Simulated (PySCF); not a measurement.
C2H2BrCl, SMILES Cl/C=C\Br. Atoms are numbered in the order given.

```xyz
6

Cl     0.5566     2.1066     0.0000
C     -0.9771     1.3145     0.0000
C     -1.1640    -0.0071     0.0000
Br     0.2111    -1.2921     0.0000
H     -1.8339     1.9926     0.0000
H     -2.1717    -0.4256     0.0000
```
Charge 0, spin multiplicity 1.

Coordinates come from a B3LYP-D3(BJ)/def2-SVP optimisation.

The numbers are results of PBE/pcSseg-1 (PySCF), not measurements.

GIAO shieldings, no solvent; atoms alike by connectivity are averaged. δ = σ(ref) − σ: ³⁵Cl against HCl (σ = 936.5 ppm); ¹³C against TMS (σ = 182.0 ppm); ¹H against TMS (σ = 31.49 ppm), references at their B3LYP-D3(BJ)/def2-TZVP geometries, non-relativistic (without spin–orbit terms, shifts of atoms bonded to Cl or Br come out too high).

Task: Estimate the chemical shifts. (Estimate from the structure and the level; the computed values follow.)

Result: 
```tsv
nucleus	atoms	count	δ (ppm)
³⁵Cl	Cl1	1	259.3
¹³C	C2	1	138.7
¹³C	C3	1	132.2
¹H	H5	1	6.70
¹H	H6	1	6.55
```
